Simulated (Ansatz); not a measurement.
Species: C6H13, charge 0, multiplicity 2. It need not be the lowest isomer of its formula. SMILES: [CH2]C(CC)CC
Coordinates optimised at B3LYP-D3(BJ)/def2-TZVP (Ansatz, a quantum-chemistry and plane-wave program):
```xyz
19

C      2.5509     0.0600    -0.3815
C      1.1358     0.4569    -0.7876
C      0.0259    -0.1986     0.0714
C      0.1351     0.1936     1.5035
C     -1.3579     0.1426    -0.5051
C     -2.5033    -0.6164     0.1575
H      2.7752     0.3763     0.6385
H      3.2914     0.5140    -1.0425
H      2.6827    -1.0240    -0.4298
H      1.0240     1.5442    -0.7313
H      0.9633     0.1796    -1.8323
H      0.1673    -1.2845    -0.0043
H      0.7091    -0.3838     2.2140
H     -0.2687     1.1424     1.8365
H     -1.3522    -0.0681    -1.5785
H     -1.5212     1.2212    -0.4050
H     -2.3726    -1.6956     0.0449
H     -2.5538    -0.4012     1.2264
H     -3.4642    -0.3491    -0.2860
```
Charge 0, spin multiplicity 2.

Quantity: atomisation energy (electronic, to ground-state atoms); the coupled-cluster value holds the core correlation from cc-pwCVTZ, in kcal/mol. Valence correlation only, unless marked. UHF or UKS for open shells. Spin-orbit coupling is left out. Non-relativistic. CBS(X,Y): correlation extrapolated as X^-3; Hartree-Fock from the larger set. The bracket is a focal-point correction in the basis named.

Level to compare with: RI-MP2/CBS(cc-pVTZ,cc-pVQZ)+[CCSD(T)-MP2]/cc-pVTZ plus the core term (Ansatz), 1787.7 kcal/mol. It is a level with limits of its own, and the differences hold the functionals' basis error too.

Task: Rank these functionals by how close they come to RI-MP2/CBS(cc-pVTZ,cc-pVQZ)+[CCSD(T)-MP2]/cc-pVTZ, closest first: B3LYP/def2-TZVPD (Ansatz); LC-wPBE/def2-TZVPD (Ansatz); CAM-B3LYP/def2-TZVPD (Ansatz).

Result: CAM-B3LYP/def2-TZVPD (range-separated hybrid, 1782.3 kcal/mol, difference -5.4), LC-wPBE/def2-TZVPD (range-separated hybrid, 1780.9 kcal/mol, difference -6.8), B3LYP/def2-TZVPD (global hybrid, 1768.8 kcal/mol, difference -18.9)
